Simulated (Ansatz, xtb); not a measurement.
## F2GeH5Si2+: where a starting geometry ends

The starting geometry of this gas-phase singlet was built from a drawn formula by distance geometry and a force field; its bonds are those of `[F][GeH]([F])[SiH2][SiH2+]`.

```xyz
10

F    -2.6602    1.3302   -0.1707
F    -2.2253    3.6805   -1.8177
Ge   -1.7160    2.0305   -1.5382
Si    0.5085    1.9453   -1.0160
Si    0.9031    3.1292    0.8515
H    -1.9584    1.1738   -2.8251
H     1.3449    2.4747   -2.0880
H     0.9617    0.5377   -0.7443
H     1.4347    2.5107    2.0386
H     0.5499    4.5715    0.8936
```

Question: Predict what it relaxes into with r2SCAN-D4/def2-SVP.

Answer: A new bond forms, giving a structure with F1 bridging Si5 and Ge3, given below by its coordinates. Distances that change by over a tenth: F1–Ge3 (1.80 → 2.04 Å). Contacts that close: F1–Si5 (4.12 → 1.77 Å).

The energy falls by 2.02 eV over 19 steps:

```json
{"step": "1", "E − E(last) (eV)": "2.021"}
{"step": "3", "E − E(last) (eV)": "1.594"}
{"step": "5", "E − E(last) (eV)": "1.472"}
{"step": "7", "E − E(last) (eV)": "1.217"}
{"step": "9", "E − E(last) (eV)": "0.551"}
{"step": "11", "E − E(last) (eV)": "0.085"}
{"step": "13", "E − E(last) (eV)": "0.023"}
{"step": "15", "E − E(last) (eV)": "0.005"}
{"step": "17", "E − E(last) (eV)": "0.000"}
{"step": "19", "E − E(last) (eV)": "0.000"}
```

Final geometry (Å):

```xyz
10

F    -1.5106    2.6269    0.2382
F    -1.8610    3.5175   -2.3841
Ge   -1.4477    2.0009   -1.7018
Si    0.9174    1.8668   -1.2447
Si    0.1574    2.8163    0.7842
H    -2.6768    1.0932   -1.7133
H     1.6406    2.7515   -2.1917
H     1.3576    0.4506   -1.1740
H     0.2353    1.9873    2.0057
H     0.3306    4.2731    0.9654
```

From the same start GFN2-xTB ends elsewhere, differing in F1–Ge3 (2.83 against 2.04 Å here).

No frequencies were run, so the end isn't proven a minimum. Run with Ansatz 0.2.0, 66 s on 2 threads of Arm Neoverse V2, with other jobs on the host.
